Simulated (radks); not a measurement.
Initial-state core-level shifts of the bromine ion Br2+ when its valence configuration changes from [Ar] 3d10 4s2 4p3. Method: Dirac Kohn-Sham, BLYP, spin-unpolarised, spherical densities, point nucleus; open shells fill j = l - 1/2 first; computed with a radial shooting solver on a logarithmic mesh with Libxc functionals. Shifts are changes of the shell-averaged eigenvalues in eV (positive: less bound).

valence	1s	2s	3s	3p
3d10 4p5	-3.253	-3.171	-3.198	-3.180
3d9 4s2 4p4	-16.110	-17.814	-13.706	-13.484
3d8 4s2 4p5	-33.028	-36.584	-27.664	-27.238
3d9 4s1 4p5	-17.653	-19.328	-15.224	-14.992
3d7 4s2 4p6	-50.740	-56.283	-41.838	-41.235
3d10 4s1 4p4	-1.652	-1.609	-1.622	-1.613
3d9.5 4s2 4p3.5	-7.953	-8.785	-6.819	-6.706
3d10 4s1.5 4p3.5	-0.833	-0.811	-0.817	-0.812
3d9.5 4s1 4p4.5	-9.549	-10.346	-8.388	-8.265
